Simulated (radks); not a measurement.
Results of a calculation; reference values are marked as such.
Effect of the nuclear size on neutral lutetium, [Xe] 4f14 5d1 6s2. Code: a radial shooting solver on a logarithmic mesh with Libxc functionals. Model: Dirac Kohn-Sham, BLYP, spin-unpolarised, spherical densities, finite nucleus; open shells fill j = l - 1/2 first; Fermi nuclear charge, rms radius 5.37 fm. The rms radius is varied about that value; shifts are against it.

rms radius (fm),total energy shift (eV),density at nucleus (e/bohr^3),1s1/2 shift (meV),2s1/2 shift (meV),5s1/2 shift (meV),5p1/2 shift (meV),6s1/2 shift (meV),5d3/2 shift (meV),6p1/2 (empty) shift (meV)
4.5591,-12.5,1.171e+06,-5090,-698,-5.58,0.441,-0.311,0.321,0.122
5.0908,-4.46,1.131e+06,-1820,-249,-1.99,0.157,-0.111,0.115,0.044
5.37,0,1.112e+06,0.000,0.000,0.000,0.000,0.000,0.000,0.000
5.5526,3.01,1.1e+06,1220,168,1.34,-0.106,0.075,-0.077,-0.029
6.1325,13.0,1.066e+06,5300,726,5.80,-0.458,0.323,-0.334,-0.127

Slopes of the eigenvalues against <r^2> in GHz/fm^2, as finite differences over the two radii next to the reference (eigenvalue slopes, not the field-shift constants of lines): 1s1/2 150000, 2s1/2 20500, 5s1/2 164, 5p1/2 -12.9, 6s1/2 9.14, 5d3/2 -9.45, 6p1/2 (empty) -3.60.
